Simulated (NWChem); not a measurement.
# C2H3ClCuN; SMILES [Cl][Cu]<-[C-]#[N+]C

Not confirmed as a minimum by frequencies.

Question: Give the equilibrium geometry at PBE-D3(BJ)/def2-SVP (NWChem) as an XYZ file, with the point group.

Answer: point group C3v; any orientation.
```
8

Cu     0.2388     0.3075    -0.4180
Cl     1.1087     1.4434    -1.9543
C     -1.5870    -2.0577     2.7903
N     -0.9985    -1.2995     1.7594
C     -0.5060    -0.6611     0.8938
H     -1.5235    -1.5114     3.7535
H     -1.0648    -3.0302     2.8992
H     -2.6550    -2.2522     2.5623
```
